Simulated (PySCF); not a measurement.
CH6GeO3, SMILES [CH3][Ge]([OH])([OH])[OH]. The structure is a stationary point at PBE0-D3(BJ)/def2-SVP. The values are those of a single conformer.

Calculation: PBE0-D3(BJ)/def2-SVP (PySCF).

Harmonic wavenumbers (cm⁻¹): 80, 105, 105, 208, 208, 249, 249, 258, 327, 629, 718, 729, 729, 797, 797, 882, 891, 891, 1262, 1427, 1427, 3079, 3198, 3198, 3899, 3899, 3900. Rotational constants (GHz): 3.501, 3.201, 3.201; symmetry number 3.

Work out the zero-point energy and the ideal-gas rigid-rotor harmonic-oscillator thermochemistry at 298.15 K and 1 atm.

ZPE = ½ Σ hcν = ½ × 34141 cm⁻¹ = 204.21 kJ/mol. H − E(el) = 229.79 kJ/mol. Entropy in J/(mol K): translation 170.26, rotation 102.14, vibration 97.51, total 369.92. G − E(el) = 119.50 kJ/mol. Cp = 129.27 J/(mol K). Modes under 150 cm⁻¹ make the vibrational entropy uncertain.
